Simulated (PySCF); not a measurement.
# Potassium: highly charged ions in a basis for the neutral atom

K¹⁰⁺ [He] 2s2 2p5, K¹¹⁺ [He] 2s2 2p4. Computed with PySCF 2.14 in def2-TZVP (6s4p3d, 33 functions), with the non-relativistic Hamiltonian (point nucleus). No spin-orbit coupling, so a gap to NIST mixes the basis error with missing relativistic terms.

Changed run: basis of the neutral atom used for a highly charged ion. This setting is unsound on purpose.

```json
{"species": "K¹⁰⁺", "method": "UHF", "sound run (hartree)": "not run", "changed run (hartree)": "-552.58490", "converged": "yes"}
{"species": "K¹⁰⁺", "method": "MN15", "sound run (hartree)": "not run", "changed run (hartree)": "-552.81995", "converged": "yes"}
{"species": "K¹⁰⁺", "method": "PBE", "sound run (hartree)": "not run", "changed run (hartree)": "-552.71178", "converged": "yes"}
{"species": "K¹¹⁺", "method": "UHF", "sound run (hartree)": "not run", "changed run (hartree)": "-531.67819", "converged": "yes"}
{"species": "K¹¹⁺", "method": "MN15", "sound run (hartree)": "not run", "changed run (hartree)": "-531.82665", "converged": "yes"}
{"species": "K¹¹⁺", "method": "PBE", "sound run (hartree)": "not run", "changed run (hartree)": "-531.75528", "converged": "yes"}
```

Ionisation energy of K¹⁰⁺:

| method | changed run (eV) | NIST (eV) |
| --- | --- | --- |
| UHF | 568.90 | 565.6 ± 0.7 |
| MN15 | 571.26 | 565.6 ± 0.7 |
| PBE | 570.26 | 565.6 ± 0.7 |

The contracted functions were made for the neutral atom and can be too rigid for a highly charged ion.
